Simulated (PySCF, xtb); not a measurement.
C₃H₅F₃, SMILES FC([C@@H](C)F)F. One conformer was computed; it need not be the lowest.

Harmonic wavenumbers (cm⁻¹) from xtb with GFN2-xTB at its own minimum, in rising order: 63, 189, 211, 228, 344, 453, 519, 687, 832, 936, 999, 1070, 1090, 1117, 1152, 1251, 1268, 1286, 1296, 1400, 1464, 1480, 2885, 2919, 3051, 3058, 3060.

Q: What does PySCF with PBE-D3(BJ)/def2-SVP give at its own minimum? (An estimate is asked for; the answer gives what the named calculation found.)

A: 81, 223, 233, 251, 354, 476, 542, 717, 827, 899, 986, 1094, 1106, 1119, 1170, 1277, 1324, 1345, 1358, 1370, 1410, 1424, 2949, 2963, 2988, 3083, 3097. Paired by order, the mean absolute difference is 32 cm⁻¹ and the zero-point energies are 49.0 and 49.6 kcal/mol.
